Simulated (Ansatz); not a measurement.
Consider the ligand exchange at a Zr–I bond: `[F][Zr]([F])([F])[I]` + H₂Se → `[F][Zr]([F])([F])[SeH]` + HI.

Program: Ansatz. Geometries: PBE0-D4/def2-TZVP. ΔE: electronic, gas phase. CBS: MP2 limit from def2 TZ/QZ plus the TZ coupled-cluster correction, frozen cores. DFT in def2-TZVPP. Elements past krypton have def2 core potentials. For I, Se, Zr outer-core shells are correlated without core-valence functions, which leaves a few kJ/mol of doubt a bond. Scalar relativity is left out up to krypton. One conformer a species, not always the lowest.

```csv
level,ΔE (kJ/mol)
r2SCAN-D4,52.0
ωB97X-V,52.4
PBE0,51.1
HF/def2-QZVPP,60.3
```

Task: What does CCSD(T)/CBS give? (Estimate.)

Result: The calculation gave: +51.2 kJ/mol. The listed levels differ from it by 0.8, 1.2, -0.1, 9.1 kJ/mol.

Largest T1 diagnostic among the species: 0.016.

Leaving LDA and LC-ωPBE aside and taking each functional with its dispersion term where it has one, the values, not all of them listed here, spread over 6.8 kJ/mol, from BLYP-D4 to BHLYP-D4. In def2-TZVPP, CCSD(T) changes the Hartree–Fock value by −9.1 kJ/mol (the triples alone add −0.2 kJ/mol) and MP2 by −4.3 kJ/mol.
